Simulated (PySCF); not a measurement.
## As: electron affinity

As⁻ [Ar] 3d10 4s2 4p4 (3P) → As [Ar] 3d10 4s2 4p3 (4S), as a difference of total energies. Computed with PySCF 2.14 in aug-cc-pVTZ-PP with one added diffuse shell each of s, d, f type with ECP10MDF (7s5p5d3f, 68 functions), with scalar relativity through the core potential. Correlated levels: valence: 3s2 3p6 3d10 frozen. The calculations carry no spin-orbit coupling.

| method | electron affinity (eV) | difference from reference (eV) |
| --- | --- | --- |
| UHF | -0.298 | -1.102 |
| LDA | 1.047 | +0.243 |
| PBE | 0.835 | +0.031 |
| PBE0 | 0.743 | -0.061 |
| r2SCAN | 0.790 | -0.014 |
| BP86 | 1.035 | +0.231 |
| PBEsol | 0.810 | +0.006 |
| B3LYP | 0.955 | +0.151 |
| M06-L | 0.687 | -0.117 |
| MP2 (valence) | 0.456 | -0.348 |
| SCS-MP2 (valence) | 0.517 | -0.287 |

Reference: 0.804 eV (measured; photodetachment measurements, as compiled on the Wikipedia data page of electron affinities).

The reference lies between the lowest fine-structure levels, while these numbers refer to the centres of the terms.

Errors of the correlated levels include the incompleteness of this basis and the frozen core.

A negative affinity means that the anion lies above the atom at that level of theory.

In the anion the highest occupied orbital energy is positive at LDA, PBE, PBE0, r2SCAN, BP86, PBEsol, B3LYP, M06-L, a self-interaction effect; the basis confines that electron, and the energy difference can still be sensible.
